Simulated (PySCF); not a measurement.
Al(OH)2 (AlH2O2), SMILES [OH][Al][OH], multiplicity 2. The structure is a stationary point at PBE0-D3(BJ)/def2-TZVP. The multiplicity is an assumed one; other spin states were not compared. The isomer is the one that the SMILES or the coordinates give; other isomers of the formula were not compared. Other conformers were not sampled.

Method: PBE0-D3(BJ)/def2-TZVP (PySCF).

Harmonic wavenumbers (cm⁻¹): 199, 225, 298, 507, 587, 788, 896, 3933, 3935. Rotational constants (GHz): 40.97, 6.473, 5.589; symmetry number 2.

Problem. Work out the zero-point energy and the ideal-gas rigid-rotor harmonic-oscillator thermochemistry at 298.15 K and 1 atm.

Solution. ZPE = ½ Σ hcν = ½ × 11368 cm⁻¹ = 67.99 kJ/mol. H − E(el) = 83.24 kJ/mol. Entropy in J/(mol K): translation 160.01, rotation 90.05, vibration 29.12, spin 5.76, total 284.95. G − E(el) = -1.72 kJ/mol. Cp = 70.05 J/(mol K).
